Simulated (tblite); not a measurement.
Run record: tight-binding relaxation, `C=CC/C(C)=C\OB(N)N`.

Computed with GFN2-xTB geometry optimisation, gas phase (tblite 0.8.0). Start geometry: from a force field or distance geometry. The input is one job of a driver script: a line of settings, then coordinates in Å.

Command:
```bash
OMP_NUM_THREADS=1 python probes_run.py task.json out
```

Input:
```
{"job": {"kind": "relax", "xc": "GFN2-xTB", "basis": "xTB"}, "charge": 0, "multiplicity": 1}
C     -2.677200     0.563600    -1.473100
C     -1.521300     1.179400    -1.263400
C     -1.075400     1.577300     0.131800
C     -0.774900     0.377700     0.969600
C     -1.710700    -0.031700     2.092300
C      0.322000    -0.362200     0.756100
O      1.218500    -0.018000    -0.265700
B      2.450900    -0.805300    -0.564800
N      3.381600    -0.343100    -1.675400
N      2.776800    -2.071300     0.225800
H     -3.363100     0.340300    -0.652900
H     -2.977100     0.285600    -2.479200
H     -0.870300     1.393200    -2.085300
H     -0.177600     2.224900     0.056800
H     -1.886700     2.208500     0.592800
H     -2.081200    -1.061600     1.921800
H     -1.176000     0.009700     3.062100
H     -2.589400     0.640700     2.139600
H      0.523000    -1.223100     1.389600
H      3.671400     0.636600    -1.432300
H      2.804600    -0.279100    -2.546700
H      2.041400    -2.772100     0.000800
H      3.686000    -2.442900    -0.138100
```

Output:
```
step      E/eV     max force
  0    -832.61011    2.762
  1    -832.98571    1.894
  2    -833.22659    1.093
  3    -833.27481    0.645
  4    -833.30224    0.561
  5    -833.32785    0.497
  6    -833.36676    0.455
  7    -833.39390    0.470
  8    -833.41614    0.452
  9    -833.43757    0.369
... (200 lines left out)
210    -834.12249    0.016
211    -834.12255    0.017
212    -834.12262    0.021
213    -834.12270    0.021
214    -834.12278    0.018
215    -834.12285    0.017
216    -834.12291    0.014
217    -834.12295    0.013
218    -834.12300    0.011
219    -834.12303    0.010
```

«max force» is the largest atomic force in eV/Å.

Question: From which step on does the largest force stay under 0.1 eV/Å, and how much energy is left to gain from there?

Answer: From step 175 (0.089 eV/Å), 15.9 meV above the end.

In short: energy lowered by 34.9 kcal/mol over 219 steps; largest atomic force 0.010 eV/Å at the end.

Question: Where do the atoms end?

Answer: 0.860 Å rms from the input after alignment:
```
atom  x, y, z in Å
C1    -3.3315    0.9562   -1.2629
C2    -2.0605    0.6224   -1.1404
C3    -1.0932    1.2784   -0.2035
C4    -0.6157    0.2885    0.8302
C5    -1.6118   -0.1077    1.8759
C6     0.6112   -0.2254    0.7960
O7     1.5454    0.1493   -0.1124
B8     2.6195   -0.6312   -0.4867
N9     3.6200    0.0196   -1.2368
N10    2.7285   -2.0031   -0.1630
H11   -3.7634    1.7616   -0.6903
H12   -3.9947    0.4467   -1.9419
H13   -1.6480   -0.1932   -1.7208
H14   -0.2265    1.6299   -0.7666
H15   -1.5723    2.1281    0.2887
H16   -2.5101   -0.5062    1.4047
H17   -1.2001   -0.8587    2.5453
H18   -1.9080    0.7595    2.4667
H19    0.9304   -0.9476    1.5432
H20    3.5634    0.9967   -1.4520
H21    4.4284   -0.4367   -1.6129
H22    1.9924   -2.5258    0.2734
H23    3.4918   -2.5742   -0.4718
```

Question: How long does this job take on one thread, Arm Neoverse N1 (aarch64), no GPU, shared host?

Answer: About 3.5 s.
Labels such as C1 count atoms from 1, the log's own numbers from 0.
